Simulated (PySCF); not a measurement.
Species: C8H15PS.
Geometry (PBE0-D3(BJ)/def2-SVP, Å), atoms numbered from 1 in this order:
```
atom  x, y, z in Å
C1     2.558   -1.684   -0.993
C2     1.755   -0.639   -1.220
P3     0.427   -0.019   -0.123
C4     0.592    1.425    0.724
C5     0.488    2.786    0.094
C6    -1.026    0.022   -1.239
C7    -2.323    0.147   -0.451
S8    -2.667   -1.293    0.602
C9    -1.248   -1.208    1.732
C10    0.097   -1.391    1.039
H11    2.399   -2.379   -0.162
H12    3.425   -1.888   -1.630
H13    1.980    0.037   -2.057
H14    1.213    1.327    1.623
H15    0.091    3.523    0.814
H16   -0.212    2.795   -0.760
H17    1.443    3.205   -0.283
H18   -0.899    0.875   -1.927
H19   -1.016   -0.899   -1.843
H20   -3.185    0.210   -1.133
H21   -2.312    1.057    0.169
H22   -1.268   -0.247    2.270
H23   -1.418   -2.016    2.460
H24    0.123   -2.343    0.487
H25    0.916   -1.398    1.778
```

Definitions: NICS(0) = −σiso at the ring centroid; NICS(1) = −σiso and NICS(1)zz = −σzz at ±1 Å along the ring normal z. Level: GIAO PBE0/pcSseg-1 (PySCF, non-relativistic, gas phase) on the PBE0-D3(BJ)/def2-SVP geometry, one conformer.

Ring bond lengths (Å), with Mayer bond orders in brackets: P3–C6 1.832 (0.96), C6–C7 1.523 (1.00), C7–S8 1.817 (1.01), S8–C9 1.816 (1.01), C9–C10 1.524 (1.01), C10–P3 1.828 (0.98).

Task: Give the NICS values of each ring in ppm.

Result: 
```json
{"ring": "P3–C6–C7–S8–C9–C10", "type": "6-membered ring with P and S; formal bonds all single", "NICS(0)": "-2.5", "NICS(1), two faces": "-1.6 / -2.3", "NICS(1)zz, two faces": "5.5 / 4.1", "rms pucker (Å)": "0.29", "centre to ring atoms, mean (Å)": "1.65"}
```

Task: What do they say, and how far can they be read as aromaticity?

Result: 
- P3–C6–C7–S8–C9–C10: mean NICS(1)zz 4.8 ppm, deshielded. P3, C6, C7, C9, C10 have four or more neighbours; no verdict on aromaticity is drawn.

Task: How do the values depend on the level or the medium?

Result: 
| level | NICS(0), P3–C6–C7–S8–C9–C10 | mean NICS(1)zz, P3–C6–C7–S8–C9–C10 |
| --- | --- | --- |
| PBE0/pcSseg-1, gas | -2.5 | 4.8 |
| mPW1PW91/pcSseg-1, gas | -2.6 | 4.8 |
| PBE0/pcSseg-1, IEF-PCM chloroform | -2.5 | 4.8 |
| PBE0/pcSseg-1, IEF-PCM methanol | -2.5 | 4.8 |

The geometry is the same throughout; the continuum's cavity takes Bondi-type radii × 1.2.

Hardware: an Arm Neoverse N1 with one thread, on a shared host. Cost: 2.8 min wall (grids of density and orbitals included), 1.3 GiB resident at most. This is the whole shielding run at PBE0/pcSseg-1, SCF included.
